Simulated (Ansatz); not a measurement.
The first iterations of a band of AlH7N2Se (11 atoms, charge 0, multiplicity 1).

Level of theory: RKS PBE-D4/def2-SVP (Ansatz).

```yaml
movable_images: 7
climbing_image: yes
spring: 5.0 eV/Å²
optimiser: quadratic models (default)
start_path: through a guess of the saddle point
force_threshold: 0.05 eV/Å
iteration_limit: 60
end_points: relaxed
```

First end point:

```xyz
11
Properties=species:S:1:pos:R:3
Al 0.535 0.325 -0.338
H 0.845 0.278 -1.914
N 1.502 -0.777 0.752
N -1.277 -0.692 -0.228
H -0.792 2.855 -0.571
Se -0.130 2.397 0.678
H 2.372 -1.181 0.389
H 1.664 -0.546 1.738
H -1.684 -1.007 -1.120
H -1.055 -1.524 0.341
H -1.980 -0.129 0.275
```

Last end point:

```xyz
11
Properties=species:S:1:pos:R:3
Al -0.071 -0.174 0.585
H 0.646 1.406 -2.370
N 1.637 -0.563 0.907
N -1.190 -1.361 -0.137
H 0.461 1.732 -1.695
Se -0.833 1.952 1.213
H 2.364 0.135 1.076
H 2.039 -1.502 0.941
H -2.208 -1.299 -0.097
H -0.909 -2.204 -0.643
H -1.935 1.877 0.219
```

| iteration | highest image above the first end (eV) | largest band force component (eV/Å) |
| --- | --- | --- |
| 1 | 18.013 | 62.519 |
| 2 | 4.430 | 4.156 |
| 3 | 2.597 | 2.583 |
| 4 | 1.915 | 3.999 |
| 5 | 1.895 | 1.889 |
| 6 | 1.803 | 1.183 |
| 7 | 1.714 | 0.849 |
| 8 | 1.589 | 1.115 |
| 9 | 1.591 | 0.633 |
| 10 | 1.505 | 0.608 |
| 11 | 1.508 | 0.568 |
| 12 | 1.509 | 0.527 |

Q: Does the band converge within its limit, and where does its top end?

A: It converged. It ended after 36 iterations with the highest image 1.597 eV above the first end. The profile has 2 maxima (images 4, 7) with wells between them (image 6): this band takes more than one step, which may be the mechanism or a detour left from its start path. A vibrational analysis at the climbing image gives one clearly imaginary mode, 456i cm⁻¹: a first-order saddle point. The orbitals stay closed-shell, which can raise the energy where a bond breaks towards radicals; this wasn't checked here.

The run took 9.2 min on 2 threads of Arm Neoverse V1, on a shared host, peak memory 0.16 GiB.
